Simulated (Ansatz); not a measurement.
Harmonic frequencies (cm⁻¹) at PBE0-D4/def2-TZVP from Ansatz: 98, 108, 308, 538, 594, 2699.

Each molecule was computed in one conformer, which needn't be the lowest.

Question: Which molecule is it?
A. `[NH2][Mg][O][SiH3]`
B. `[NH2][Mg][SH]`
C. `[SH][Mg][Cl]`
D. `[F][Mg][F]`

Answer: C.
